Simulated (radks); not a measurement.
The numbers below are computed, except where a source is named.
All-electron atom: Cu V in [Ar] 3d7 (the NIST ground configuration). Code: a radial shooting solver on a logarithmic mesh with Libxc functionals. Model: Dirac Kohn-Sham, exchange-only LDA, spin-unpolarised, spherical densities, finite nucleus; open shells fill j = l - 1/2 first; Fermi nuclear charge, rms radius 3.8823 fm.

Normalised radial functions P(r) = r R(r) (large component), r in bohr:

| r | 3p1/2 |
|---|---|
| 0.005656 | 0.0106 |
| 0.007364 | 0.0167 |
| 0.009589 | 0.0264 |
| 0.01249 | 0.0416 |
| 0.01626 | 0.0650 |
| 0.021 | 0.0992 |
| 0.02735 | 0.1506 |
| 0.03561 | 0.2231 |
| 0.04637 | 0.3193 |
| 0.06038 | 0.4361 |
| 0.07862 | 0.5589 |
| 0.1024 | 0.6547 |
| 0.1333 | 0.6701 |
| 0.1736 | 0.5411 |
| 0.2242 | 0.2359 |
| 0.292 | -0.2447 |
| 0.3802 | -0.7765 |
| 0.495 | -1.1689 |
| 0.6446 | -1.2638 |
| 0.8394 | -1.0529 |
| 1.093 | -0.6816 |
| 1.423 | -0.3339 |
| 1.853 | -0.1168 |
| 2.394 | -0.0281 |
| 3.117 | -0.0038 |
| 4.059 | -0.0003 |
| 5.285 | 0.0000 |
| 6.882 | 0.0000 |

3p1/2: eigenvalue -140.34 eV, 1 radial node at r = 0.257 bohr, <r> = 0.721 bohr, 90 % of the charge inside 1.11 bohr.
